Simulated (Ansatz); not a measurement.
`N[SiH](Cl)Cl` + `[CH3]`• → `[NH][SiH](Cl)Cl`• + CH₄ at 298.15 K and 1 bar (hydrogen abstraction from the N–H bond).

Isolated molecules relaxed with PBE0-D4/def2-TZVP in Ansatz; ΔE leaves out vibrations. CCSD(T)/CBS adds triple-zeta CCSD(T) − MP2 to the extrapolated MP2 energy (def2 sets, frozen cores). This one scheme is used for every species. Open shells (•) are unrestricted, without spin–orbit coupling. Each species was taken in one conformer, which may not be the lowest.

| species | CCSD(T)/CBS energy (Eh) | H − E (kJ/mol) | S (J/(mol·K)) |
| --- | --- | --- | --- |
| `N[SiH](Cl)Cl` | -1265.28357 | 119.2 | 329.0 |
| `[CH3]`• | -39.78218 | 88.7 | 194.6 |
| `[NH][SiH](Cl)Cl`• | -1264.59029 | 83.3 | 334.5 |
| CH₄ | -40.46206 | 127.4 | 186.2 |

H − E and S are ideal-gas, rigid-rotor, harmonic terms from PBE0-D4/def2-TZVP, for one conformer and one mirror image of each species, with the whole ground term of open shells counted as degenerate. 1 Eh = 2625.50 kJ/mol, R = 8.31446 J/(mol·K).

Task: By hand: ΔE, ΔH, ΔS and ΔG.

Result: ΔE = (-1264.59029) + (-40.46206) − (-1265.28357) − (-39.78218) = 0.01340 Eh = 35.2 kJ/mol. Δ(H − E) = 83.3 + 127.4 − 119.2 − 88.7 = 2.8, so ΔH = 38.0 kJ/mol. ΔS = 334.5 + 186.2 − 329.0 − 194.6 = -2.9 J/(mol·K). ΔG = 38.0 − 298.15 × (-2.9)/1000 = 38.9 kJ/mol.

Task: By hand: the equilibrium constant, and the temperature at which ΔG would vanish if ΔH and ΔS stayed fixed.

Result: log₁₀ K = −ΔG/(RT ln 10) = -6.8. ΔH and −TΔS have one sign here, so there is no such temperature. One of them is within its doubt of zero, so this could turn.

The number of gas molecules stays the same, so ΔS is small and ΔH decides. A doubt of 5 kJ/mol in ΔE shifts log₁₀ K by 0.9 here. Other conformers and mirror images would add mixing entropy, several J/(mol·K) or more a flexible species. These are equilibria of isolated gas molecules and say nothing of rates. Largest T1 diagnostic: 0.011 (customary marks: 0.02 for closed shells, 0.045 for open ones).
